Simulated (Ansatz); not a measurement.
Species: TiF3, net charge 0, doublet state. The spin state was set by rule; other spins were not relaxed. 
Structure (B3LYP-D3(BJ)/def2-TZVP (Ansatz, an electronic-structure program) minimum search):
SMILES: [Ti]([F])([F])[F]
```xyz
4

Ti     0.0000     0.0000     0.0000
F     -1.5147    -0.9338     0.0282
F      0.0193     1.6440    -0.6812
F      1.4954    -0.7102     0.6530
```
Charge 0, spin multiplicity 2.

Total electronic energies in hartree. Correlated levels leave the core frozen unless marked. Open shells are spin-unrestricted. Spin-orbit coupling is left out. Frozen are the shells of the preceding noble gas and the d and f shells that filled before the atom's block. Non-relativistic. Basis-set limits of correlation are two-point, X^-3; Hartree-Fock from the larger set. [CCSD(T)-MP2]/basis is that difference in the basis named.

```json
[
 {"level": "RI-HF/def2-QZVPP", "program": "Ansatz", "energy (Eh)": "-1147.13492"},
 {"level": "revPBE-D3(BJ)/def2-TZVPD", "program": "Ansatz + dftd3", "energy (Eh)": "-1149.15674"},
 {"level": "revPBE-D4/def2-TZVPD", "program": "Ansatz + dftd4", "energy (Eh)": "-1149.15851"},
 {"level": "revPBE/def2-TZVPD", "program": "Ansatz", "energy (Eh)": "-1149.15296"},
 {"level": "r2SCAN-D4/def2-TZVPD", "program": "Ansatz + dftd4", "energy (Eh)": "-1149.20289"},
 {"level": "PBE0/6-31G*", "program": "Ansatz", "energy (Eh)": "-1148.64197"},
 {"level": "BHLYP-D4/def2-TZVPD", "program": "Ansatz + dftd4", "energy (Eh)": "-1149.20842"},
 {"level": "r2SCAN0/def2-TZVPD", "program": "Ansatz", "energy (Eh)": "-1149.12486"},
 {"level": "CAM-B3LYP-D4/def2-TZVPD", "program": "Ansatz + dftd4", "energy (Eh)": "-1149.31988"},
 {"level": "CAM-B3LYP/def2-TZVPD", "program": "Ansatz", "energy (Eh)": "-1149.31814"},
 {"level": "wB97X/def2-TZVPD", "program": "Ansatz", "energy (Eh)": "-1149.27223"},
 {"level": "PBE-QIDH/def2-TZVPD", "program": "Ansatz", "energy (Eh)": "-1148.61075"},
 {"level": "CCSD/STO-3G", "program": "Ansatz", "energy (Eh)": "-1134.31998"},
 {"level": "CCSD/def2-TZVPP", "program": "Ansatz", "energy (Eh)": "-1147.96098"},
 {"level": "RI-MP2/CBS(def2-TZVPP,def2-QZVPP)+[CCSD(T)-MP2]/def2-TZVPP", "program": "Ansatz", "energy (Eh)": "-1148.1567"}
]
```

Totals of different functionals don't rank their quality; only differences between species are comparable.
